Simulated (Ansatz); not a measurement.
Isolated molecules relaxed with PBE0-D4/def2-TZVP in Ansatz; ΔE leaves out vibrations. CBS: MP2 limit from def2 TZ/QZ plus the TZ coupled-cluster correction, frozen cores. This one scheme is used for every species. DFT in def2-TZVPP. One conformer a species, not always the lowest.

Consider the ligand exchange at a B–C bond: `NB(O)C1C=C1` + `O[SiH3]` → `NB(O)O[SiH3]` + `C1=CC1`.

`NB(O)C1C=C1`:

Cartesian coordinates in Å:
```
N -1.390 -0.526 1.344
B -0.619 0.157 0.379
O -0.951 1.416 -0.069
C 0.658 -0.510 -0.222
C 1.125 -0.175 -1.627
C 1.831 0.334 -0.689
H -1.137 -1.444 1.663
H -2.222 -0.168 1.777
H -1.742 1.780 0.332
H 0.901 -1.515 0.141
H 0.902 -0.303 -2.672
H 2.644 0.954 -0.355
```

`O[SiH3]`:

Cartesian coordinates in Å:
```
O -1.144 -0.501 -0.287
Si 0.349 0.167 -0.084
H -1.619 -0.782 0.495
H 0.290 1.401 0.746
H 0.834 0.496 -1.443
H 1.290 -0.781 0.573
```

`NB(O)O[SiH3]`:

Cartesian coordinates in Å:
```
N 0.641 -1.405 -1.397
B 0.227 -0.670 -0.268
O 0.115 -1.202 0.996
O -0.088 0.655 -0.421
Si -0.593 1.759 0.690
H 0.706 -0.969 -2.299
H 0.892 -2.376 -1.389
H 0.343 -2.130 1.067
H -0.785 3.035 -0.042
H -1.881 1.350 1.307
H 0.423 1.953 1.756
```

`C1=CC1`:

Cartesian coordinates in Å:
```
C 0.238 0.822 -0.191
C 0.577 -0.367 -0.549
C -0.518 -0.290 0.470
H 0.363 1.889 -0.268
H 1.193 -1.019 -1.144
H -0.306 -0.542 1.510
H -1.547 -0.493 0.173
```

| level | ΔE (kJ/mol) | difference from CCSD(T)/CBS |
| --- | --- | --- |
| LDA (SPW92) | -111.3 | 3.2 |
| B97M-V | -121.6 | -7.1 |
| PBE0-D4 | -113.6 | 0.9 |
| BHLYP-D4 | -127.3 | -12.8 |
| ωB97X-V | -117.3 | -2.8 |
| PBE-QIDH | -117.2 | -2.7 |
| PBE | -108.3 | 6.2 |
| BHLYP | -127.9 | -13.4 |
| MP2/def2-SVP | -128.5 | -14.0 |
| CCSD/def2-SVP | -132.4 | -17.9 |
| CCSD/def2-TZVPP | -119.8 | -5.3 |
| CCSD(T)/def2-TZVPP | -116.4 | -1.9 |
| HF/def2-QZVPP | -139.2 | -24.7 |
| MP2/def2-QZVPP | -112.2 | 2.3 |
| SCS-MP2/def2-QZVPP | -116.0 | -1.5 |
| CCSD/CBS(def2) | -117.8 | -3.3 |
| CCSD(T)/CBS | -114.5 | 0 |

Question: What do rigid-rotor, harmonic-oscillator terms from PBE0-D4/def2-TZVP frequencies (298.15 K, 1 bar) make of the CCSD(T)/CBS value? (An estimate is asked.)

Answer: Ansatz gave: ΔZPE = +3.0 kJ/mol, ΔH = -111.9 kJ/mol, ΔS = -3 J/(mol·K), ΔG = -111.0 kJ/mol.

Largest T1 diagnostic among the species: 0.011.

In def2-TZVPP, CCSD(T) changes the Hartree–Fock value by +22.4 kJ/mol (the triples alone add +3.4 kJ/mol) and MP2 by +25.6 kJ/mol. Leaving LDA and LC-ωPBE aside and taking each functional with its dispersion term where it has one, the values, not all of them listed here, spread over 21.7 kJ/mol, from BHLYP-D4 to revPBE-D4. LDA lies −3.0 kJ/mol from PBE without D4. From PBE to PBE0 (25 % exact exchange), in def2-TZVPP and without D4, ΔE moves by −6.1 kJ/mol.
